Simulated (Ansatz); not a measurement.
CH4ClFOSn can be A, `[OH][SnH]([F])[CH2]Cl`, or B, `[CH3][Sn]([OH])([F])[Cl]`.

Gas-phase electronic energies from Ansatz, PBE0-D4/def2-TZVP geometries. CCSD(T)/CBS is the MP2 limit (def2-TZVPP, def2-QZVPP) plus CCSD(T) − MP2 in def2-TZVPP, frozen cores. DFT in def2-TZVPP. B3LYP here is the variant with VWN-RPA as its local correlation; programs differ in this. def2 core potentials past Kr. For Sn outer-core shells are correlated without core-valence functions, which leaves a few kJ/mol of doubt a bond. One conformer a species, not always the lowest.

A:

Z-matrix (Å, degrees):
```
Sn
F 1 1.923
C 1 2.149 2 102.9
O 1 1.943 2 106.9 3 -115.3
H 1 1.695 2 106.4 3 129.6
Cl 3 1.778 1 109.7 2 -93.8
H 3 1.089 1 109.1 2 24.5
H 3 1.088 1 112.0 2 146.1
H 4 0.962 1 112.0 2 82.6
```

B:

Z-matrix (Å, degrees):
```
C
Sn 1 2.106
H 1 1.089 2 108.4
H 1 1.088 2 109.1 3 120.1
H 1 1.089 2 108.5 3 -119.7
O 2 1.940 1 111.9 3 -20.7
F 2 1.914 1 110.8 3 97.3
Cl 2 2.313 1 115.5 3 -145.6
H 6 0.961 2 113.8 1 -176.6
```

Problem. Which is lower in electronic energy at CCSD(T)/CBS, and by how much? (An estimate is asked.)

Solution. The calculation gave: B, by 44.9 kcal/mol.

Problem. Give E(B) − E(A) in kcal/mol with LDA (SPW92), B3LYP-D4, BLYP-D4, ωB97M-V, r2SCAN-D4, PBE-D4, HF/def2-TZVPP. (Estimate.)

Solution. Computed: LDA (SPW92) -40.9, B3LYP-D4 -44.3, BLYP-D4 -43.2, ωB97M-V -44.0, r2SCAN-D4 -45.1, PBE-D4 -42.7, HF/def2-TZVPP -47.5. None reverses the order clearly.

Problem. Does the order hold for the free energy at 298.15 K (harmonic terms from PBE0-D4)? (An estimate is asked.)

Solution. Ansatz gave: Yes: G(B) − G(A) = -44.0 kcal/mol, for one conformer each. Modes under 60 cm⁻¹, often nearly free rotors, make the harmonic entropy too high.

Largest T1 diagnostic: 0.013.

From PBE to PBE0 (25 % exact exchange), in def2-TZVPP and without D4, E(B) − E(A) moves by −1.2 kcal/mol. In def2-TZVPP, CCSD(T) changes the Hartree–Fock value by +3.6 kcal/mol (the triples alone add +0.4 kcal/mol) and MP2 by +2.1 kcal/mol.
